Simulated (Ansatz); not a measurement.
A run of Ansatz (development build ahead of 0.2.0) on triplet BeO₃ at this shape:

```json
{"atom": "Be", "x (Å)": "0.0000", "y (Å)": "0.0000", "z (Å)": "0.0000"}
{"atom": "O", "x (Å)": "2.2058", "y (Å)": "0.0000", "z (Å)": "0.8029"}
{"atom": "O", "x (Å)": "-1.1029", "y (Å)": "1.9103", "z (Å)": "0.8029"}
{"atom": "O", "x (Å)": "-1.1029", "y (Å)": "-1.9103", "z (Å)": "0.8029"}
```

Its results:

```
Converged                       : yes
Total energy                    : -239.96128 hartree
Spin squared of the determinant : 3.273
Stability test                  : minimum
```

Problem. Which input gives this output? Name the method, the orbitals and the basis set, and write the input.

Solution. r²SCAN (unrestricted) in pcseg-2.

```yaml
crystal:
  periodic: [false, false, false]
  atoms:
    - { symbol: Be, position_ang: [0.0, 0.0, 0.0] }
    - { symbol: O, position_ang: [2.2058, 0.0, 0.8029] }
    - { symbol: O, position_ang: [-1.1029, 1.9103, 0.8029] }
    - { symbol: O, position_ang: [-1.1029, -1.9103, 0.8029] }
basis:
  gaussian: { orbitals: pcseg-2 }
magnetization:
  spin_polarized: true
  initial_magnetization: 2
hamiltonian:
  xc: r2scan
```

Caution: the unrestricted determinant is a mixture of spin states; other spin multiplicities may lie lower.
